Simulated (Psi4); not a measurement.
F7Re, singlet, at a GFN2-xTB geometry (such geometries of metal compounds can be far from the true shape) (core potentials on Re), with bond 4-1 at 1.6 times its length; PBE/def2-SVP in Psi4.

Input for Psi4:
```
memory 2 GB

molecule mol {
0 1
Re    0.000000    0.000000    0.000000
F     0.265481    1.806122   -0.292297
F     0.043808   -0.289320   -1.747939
F    -0.070092    0.462911    2.796703
F    -1.657493    0.800273   -0.174002
F     0.860310   -1.610841    0.288189
F    -1.289868   -1.311526    0.184757
F     1.821569    0.315972   -0.006647
}

set {
  basis def2-svp
  reference rks
  diis_max_vecs 3
}

energy('pbe')
print_variables()
```

It wrote (shortened):

```
   => Loading Basis Set <=

    Name: DEF2-SVP
    Role: ORBITAL
    Keyword: BASIS

    !!!  WARNING: ECP capability is in beta. Please check occupations closely.  !!!

         ---------------------------------------------------------
                                   SCF
               by Justin Turney, Rob Parrish, Andy Simmonett
                          and Daniel G. A. Smith
                              RKS Reference
         ---------------------------------------------------------

  ==> Geometry <==

    Molecular point group: c1
    Full point group: C1

    Geometry (in Angstrom), charge = 0, multiplicity = 1:

       Center              X                  Y                   Z               Mass
    ------------   -----------------  -----------------  -----------------  -----------------
         RE           0.001560811061    -0.010307884832    -0.062275915966   186.955750100000
         F            0.267041811061     1.795814115168    -0.354572915966    18.998403162730
         F            0.045368811061    -0.299627884832    -1.810214915966    18.998403162730
         F           -0.068531188939     0.452603115168     2.734427084034    18.998403162730
         F           -1.655932188939     0.789965115168    -0.236277915966    18.998403162730
         F            0.861870811061    -1.621148884832     0.225913084034    18.998403162730
         F           -1.288307188939    -1.321833884832     0.122481084034    18.998403162730
         F            1.823129811061     0.305664115168    -0.068922915966    18.998403162730

  Running in c1 symmetry.

  Rotational constants: A =      0.05192  B =      0.04513  C =      0.04513 [cm^-1]
  Rotational constants: A =   1556.53403  B =   1353.09251  C =   1353.09222 [MHz]
  Nuclear repulsion =  574.560810472228582

  Charge       = 0
  Multiplicity = 1
  Electrons    = 78
  Nalpha       = 39
  Nbeta        = 39

  ==> Algorithm <==

  SCF Algorithm Type is DF.
  DIIS enabled.
  MOM disabled.
  Fractional occupation disabled.
  Guess Type is SAD.
  Energy threshold   = 1.00e-06
  Density threshold  = 1.00e-06
  Integral threshold = 1.00e-12

  ==> Primary Basis <==

  Basis Set: DEF2-SVP
    Blend: DEF2-SVP
    Number of shells: 54
    Number of basis functions: 130
    Number of Cartesian functions: 142
    Spherical Harmonics?: true
    Max angular momentum: 3

  Core potential: DEF2-SVP
    Number of shells: 4
    Number of ECP primitives: 10
    Number of ECP core electrons: 60
    Max angular momentum: 3

  ==> DFT Potential <==

   => LibXC <=

    Version 7.1.2
    S. Lehtola, C. Steigemann, M. J. T. Oliveira, and M. A. L. Marques,  SoftwareX 7, 1–5 (2018) (10.1016/j.softx.2017.11.002)

   => Composite Functional: PBE <=

    PBE GGA Exchange-Correlation Functional

    J.P. Perdew et. al., Phys. Rev. Lett., 77(18), 3865-3868, 1996

    Deriv               =              1
    GGA                 =           TRUE
    Meta                =          FALSE

    Exchange Hybrid     =          FALSE
    MP2 Hybrid          =          FALSE

   => Exchange Functionals <=

    1.0000     XC_GGA_X_PBE

   => Correlation Functionals <=

    1.0000     XC_GGA_C_PBE

   => LibXC Density Thresholds  <==

    XC_GGA_C_PBE:  1.00E-12
    XC_GGA_X_PBE:  1.00E-15

   => Molecular Quadrature <=

    Radial Scheme          =       TREUTLER
    Pruning Scheme         =           NONE
    Nuclear Scheme         =       TREUTLER

    Blocking Scheme        =         OCTREE
    BS radius alpha        =              1
    Pruning alpha          =              1
    Radial Points          =             75
    Spherical Points       =            302
    Total Points           =         173762
    Total Blocks           =           1370
    Max Points             =            256
    Max Functions          =            125
    Weights Tolerance      =       1.00E-15

   => Loading Basis Set <=

    Name: (DEF2-SVP AUX)
    Role: JKFIT
    Keyword: DF_BASIS_SCF

  ==> Integral Setup <==

  SCF_SUBTYPE=INCORE selected. In-core MEM_DF algorithm will be used.
  Using in-core AOs.

  ==> MemDFJK: Density-Fitted J/K Matrices <==

    J tasked:                   Yes
    K tasked:                    No
    wK tasked:                   No
    Algorithm:                 Core
    Schwarz Cutoff:           1E-12
    Mask sparsity (%):       4.7337
    Fitting Condition:        1E-10

   => Auxiliary Basis Set <=

  Basis Set: (DEF2-SVP AUX)
    Blend: DEF2-UNIVERSAL-JKFIT
    Number of shells: 220
    Number of basis functions: 766
    Number of Cartesian functions: 992
    Spherical Harmonics?: true
    Max angular momentum: 6

  Minimum eigenvalue in the overlap matrix is 5.4738857345E-03.
  Reciprocal condition number of the overlap matrix is 1.3437406638E-03.
    Using symmetric orthogonalization.

  ==> Pre-Iterations <==

  SCF Guess: Superposition of Atomic Densities via on-the-fly atomic UHF (no occupation information).

 WARNING: Atomic UHF is not converging! Try casting from a smaller basis or call Rob at CCMST.
   -------------------------
    Irrep   Nso     Nmo
   -------------------------
     A        130     130
   -------------------------
    Total     130     130
   -------------------------

  ==> Iterations <==

                           Total Energy        Delta E     RMS |[F,P]|

   @DF-RKS iter SAD:  -775.04504338788831   -7.75045e+02   0.00000e+00
   @DF-RKS iter   1:  -774.30463031262559    7.40413e-01   1.45363e-02 ADIIS/DIIS
   @DF-RKS iter   2:  -752.98910425693043    2.13155e+01   4.13325e-02 ADIIS/DIIS
   @DF-RKS iter   3:  -771.03810453215920   -1.80490e+01   2.68541e-02 ADIIS/DIIS
   @DF-RKS iter   4:  -775.20490738951685   -4.16680e+00   1.16175e-02 ADIIS/DIIS
   @DF-RKS iter   5:  -764.25838646873831    1.09465e+01   2.53749e-02 ADIIS/DIIS
   @DF-RKS iter   6:  -773.50041212376004   -9.24203e+00   1.82023e-02 ADIIS/DIIS
   @DF-RKS iter   7:  -770.65884811030605    2.84156e+00   2.75028e-02 ADIIS/DIIS
[...]
   @DF-RKS iter  46:  -734.96269357093274   -1.45376e+01   4.89823e-02 ADIIS/DIIS
   @DF-RKS iter  47:  -717.69869889556298    1.72640e+01   5.68285e-02 ADIIS/DIIS
   @DF-RKS iter  48:  -717.34876092168463    3.49938e-01   5.67342e-02 ADIIS/DIIS
   @DF-RKS iter  49:  -720.70425385079920   -3.35549e+00   5.75486e-02 ADIIS/DIIS
   @DF-RKS iter  50:  -735.14787565015888   -1.44436e+01   4.87026e-02 ADIIS/DIIS
   @DF-RKS iter  51:  -717.42297776025259    1.77249e+01   5.66247e-02 ADIIS/DIIS
   @DF-RKS iter  52:  -717.50094752473672   -7.79698e-02   5.67791e-02 ADIIS/DIIS
   @DF-RKS iter  53:  -721.10600602019008   -3.60506e+00   5.73733e-02 ADIIS/DIIS
   @DF-RKS iter  54:  -735.07050719402207   -1.39645e+01   4.88287e-02 ADIIS/DIIS
   @DF-RKS iter  55:  -717.48096195681649    1.75895e+01   5.66410e-02 ADIIS/DIIS
   @DF-RKS iter  56:  -717.73225911142868   -2.51297e-01   5.68694e-02 ADIIS/DIIS
   @DF-RKS iter  57:  -720.91860850487569   -3.18635e+00   5.74768e-02 ADIIS/DIIS
   @DF-RKS iter  58:  -735.14518719252260   -1.42266e+01   4.87117e-02 ADIIS/DIIS
   @DF-RKS iter  59:  -717.44890140261418    1.76963e+01   5.66195e-02 ADIIS/DIIS
   @DF-RKS iter  60:  -717.74227789761801   -2.93376e-01   5.68695e-02 ADIIS/DIIS
   @DF-RKS iter  61:  -721.08252293775490   -3.34025e+00   5.73910e-02 ADIIS/DIIS
   @DF-RKS iter  62:  -735.09487554153395   -1.40124e+01   4.87901e-02 ADIIS/DIIS
   @DF-RKS iter  63:  -717.50993280179978    1.75849e+01   5.66468e-02 ADIIS/DIIS
   @DF-RKS iter  64:  -717.81381658751911   -3.03884e-01   5.69022e-02 ADIIS/DIIS
   @DF-RKS iter  65:  -720.95650019164202   -3.14268e+00   5.74572e-02 ADIIS/DIIS
   @DF-RKS iter  66:  -735.12856871617487   -1.41721e+01   4.87373e-02 ADIIS/DIIS
   @DF-RKS iter  67:  -717.49321770457027    1.76354e+01   5.66369e-02 ADIIS/DIIS
   @DF-RKS iter  68:  -717.79534522658651   -3.02128e-01   5.68922e-02 ADIIS/DIIS
   @DF-RKS iter  69:  -721.01886904762580   -3.22352e+00   5.74239e-02 ADIIS/DIIS
   @DF-RKS iter  70:  -735.10080457819424   -1.40819e+01   4.87808e-02 ADIIS/DIIS
   @DF-RKS iter  71:  -717.50688759653951    1.75939e+01   5.66474e-02 ADIIS/DIIS
   @DF-RKS iter  72:  -717.79939750363644   -2.92510e-01   5.68967e-02 ADIIS/DIIS
   @DF-RKS iter  73:  -720.96892322766712   -3.16953e+00   5.74490e-02 ADIIS/DIIS
   @DF-RKS iter  74:  -735.12495343692058   -1.41560e+01   4.87425e-02 ADIIS/DIIS
   @DF-RKS iter  75:  -717.49465355292932    1.76303e+01   5.66372e-02 ADIIS/DIIS
   @DF-RKS iter  76:  -717.78959425887660   -2.94941e-01   5.68911e-02 ADIIS/DIIS
   @DF-RKS iter  77:  -721.02026765810001   -3.23067e+00   5.74230e-02 ADIIS/DIIS
   @DF-RKS iter  78:  -735.10304179720015   -1.40828e+01   4.87774e-02 ADIIS/DIIS
   @DF-RKS iter  79:  -717.51093450603105    1.75921e+01   5.66466e-02 ADIIS/DIIS
   @DF-RKS iter  80:  -717.80804233285153   -2.97108e-01   5.68992e-02 ADIIS/DIIS
   @DF-RKS iter  81:  -720.96115363882745   -3.15311e+00   5.74535e-02 ADIIS/DIIS
   @DF-RKS iter  82:  -735.11926748553196   -1.41581e+01   4.87518e-02 ADIIS/DIIS
   @DF-RKS iter  83:  -717.49106717292307    1.76282e+01   5.66386e-02 ADIIS/DIIS
   @DF-RKS iter  84:  -717.78250091193786   -2.91434e-01   5.68890e-02 ADIIS/DIIS
   @DF-RKS iter  85:  -721.01096531686289   -3.22846e+00   5.74271e-02 ADIIS/DIIS
   @DF-RKS iter  86:  -735.11058716000582   -1.40996e+01   4.87652e-02 ADIIS/DIIS
   @DF-RKS iter  87:  -717.50324863789115    1.76073e+01   5.66420e-02 ADIIS/DIIS
   @DF-RKS iter  88:  -717.79860742056530   -2.95359e-01   5.68958e-02 ADIIS/DIIS
   @DF-RKS iter  89:  -720.98875610029813   -3.19015e+00   5.74395e-02 ADIIS/DIIS
   @DF-RKS iter  90:  -735.11396497207306   -1.41252e+01   4.87603e-02 ADIIS/DIIS
   @DF-RKS iter  91:  -717.50210190898702    1.76119e+01   5.66417e-02 ADIIS/DIIS
   @DF-RKS iter  92:  -717.79971942306463   -2.97618e-01   5.68952e-02 ADIIS/DIIS
   @DF-RKS iter  93:  -720.98602865331679   -3.18631e+00   5.74407e-02 ADIIS/DIIS
   @DF-RKS iter  94:  -735.11099121335974   -1.41250e+01   4.87649e-02 ADIIS/DIIS
   @DF-RKS iter  95:  -717.49665723755777    1.76143e+01   5.66417e-02 ADIIS/DIIS
   @DF-RKS iter  96:  -717.78848571655374   -2.91828e-01   5.68919e-02 ADIIS/DIIS
   @DF-RKS iter  97:  -720.99258219721730   -3.20410e+00   5.74367e-02 ADIIS/DIIS
   @DF-RKS iter  98:  -735.11695064376192   -1.41244e+01   4.87552e-02 ADIIS/DIIS
   @DF-RKS iter  99:  -717.49862770606819    1.76183e+01   5.66394e-02 ADIIS/DIIS
   @DF-RKS iter 100:  -717.79411208672775   -2.95484e-01   5.68936e-02 ADIIS/DIIS

PsiException: Could not converge SCF iterations in 100 iterations.

  Failed to converge.

Traceback (most recent call last):
  File "psi4", line 375, in <module>
  File "<string>", line 30, in <module>
  File "site-packages/psi4/driver/driver.py", line 533, in energy
  File "site-packages/psi4/driver/procrouting/proc.py", line 2760, in run_scf
  File "site-packages/psi4/driver/procrouting/proc.py", line 2047, in scf_helper
  File "site-packages/psi4/driver/procrouting/scf_proc/scf_iterator.py", line 93, in scf_compute_energy
  File "site-packages/psi4/driver/procrouting/scf_proc/scf_iterator.py", line 86, in scf_compute_energy
  File "site-packages/psi4/driver/procrouting/scf_proc/scf_iterator.py", line 609, in scf_iterate

psi4.driver.p4util.exceptions.SCFConvergenceError: Could not converge SCF iterations in 100 iterations.

Printing out the relevant lines from the Psithon --> Python processed input file:
    ""","mol")
    core.IO.set_default_namespace("mol")
    core.set_global_option("BASIS", "def2-svp")
    core.set_global_option("REFERENCE", "rks")
    core.set_global_option("DIIS_MAX_VECS", 3)
--> energy('pbe')
    print_variables()

!-------------------------------------------------------!
!                                                       !
!  Could not converge SCF iterations in 100 iterations. !
!                                                       !
!-------------------------------------------------------!
```

The run did not converge; its last values are not results.
